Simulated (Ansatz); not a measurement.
Level of theory: frozen-core CCSD(T)/cc-pVDZ // PBE0-D3(BJ)/def2-SVP (Ansatz, a program for electronic structure).

Ansatz 0.2 input:
```yaml
crystal:
  periodic: [false, false, false]
  atoms:
    - { symbol: B, position_ang: [-1.640298, 1.441918, 1.124649] }
    - { symbol: C, position_ang: [-0.348191, 0.869054, 0.480485] }
    - { symbol: C, position_ang: [-0.282854, 0.533817, -1.021021] }
    - { symbol: C, position_ang: [-1.135543, -0.74302, -1.070597] }
    - { symbol: C, position_ang: [-0.784307, -1.449967, 0.266047] }
    - { symbol: C, position_ang: [0.220852, -0.489803, 0.924019] }
    - { symbol: C, position_ang: [1.535231, -0.580014, 0.127152] }
    - { symbol: S, position_ang: [2.994161, 0.083836, 0.994354] }
    - { symbol: C, position_ang: [1.189626, 0.141501, -1.203508] }
    - { symbol: H, position_ang: [-2.386969, 2.153719, 0.48893] }
    - { symbol: H, position_ang: [-1.872233, 1.261939, 2.29999] }
    - { symbol: H, position_ang: [0.355202, 1.699776, 0.741678] }
    - { symbol: H, position_ang: [-0.620799, 1.324289, -1.70602] }
    - { symbol: H, position_ang: [-0.906295, -1.357316, -1.954594] }
    - { symbol: H, position_ang: [-2.207017, -0.493109, -1.121711] }
    - { symbol: H, position_ang: [-1.67361, -1.56545, 0.905611] }
    - { symbol: H, position_ang: [-0.361009, -2.456129, 0.123273] }
    - { symbol: H, position_ang: [0.35518, -0.641535, 2.002973] }
    - { symbol: H, position_ang: [1.815635, -1.63223, -0.036075] }
    - { symbol: H, position_ang: [2.576422, 1.367771, 1.048861] }
    - { symbol: H, position_ang: [1.822759, 1.032081, -1.332622] }
    - { symbol: H, position_ang: [1.354062, -0.501128, -2.081874] }
basis:
  gaussian: { orbitals: cc-pVDZ }
correlation:
  method: ccsd_t
```

Output:

```
Functional definition: HF
1805 factors; integrals over basis functions are off by at most 1.3e-3 eV
mean field evaluation 1: about -18902.4730 eV, gradient 3.8e1 eV
mean field evaluation 2: about -18902.8694 eV, gradient 3.8e1 eV
mean field evaluation 4: about -18907.6935 eV, gradient 7.1e0 eV
mean field evaluation 8: about -18907.8338 eV, gradient 8.1e-2 eV
mean field evaluation 16: about -18907.4409 eV, gradient 9.2e-1 eV
mean field -18907.83384607 eV, -694.8500776530 hartree, gradient 7.2e-6 eV, S^2 0.000000; 0 other end points of the search recorded, 0 dependent functions left out
13 core orbitals not correlated
reference -18907.83384607 eV, -694.8500776530 hartree; 25, 25 occupied and 157, 157 virtual orbitals, 1805 factors
second order -32.64047189 eV of doubles, -0.00000000 eV of singles
cycle   1  -34.13958699 eV  change    -1.5e0 eV  update   1.3e-1
cycle   2  -35.08439457 eV  change   -9.4e-1 eV  update   3.5e-2
cycle   3  -35.23185194 eV  change   -1.5e-1 eV  update   1.4e-2
cycle   4  -35.23031596 eV  change    1.5e-3 eV  update   3.3e-3
cycle   5  -35.23257718 eV  change   -2.3e-3 eV  update   1.3e-3
cycle   6  -35.23253820 eV  change    3.9e-5 eV  update   4.0e-4
cycle   7  -35.23229400 eV  change    2.4e-4 eV  update   1.7e-4
cycle   8  -35.23228567 eV  change    8.3e-6 eV  update   6.3e-5
cycle   9  -35.23228281 eV  change    2.9e-6 eV  update   2.5e-5
perturbative correction -1.23876980 eV, -0.0455239507 hartree
Total energy: -18944.30489869 eV, -696.1903641157 hartree
```

Cost: about 8 core-minutes (a rough figure).
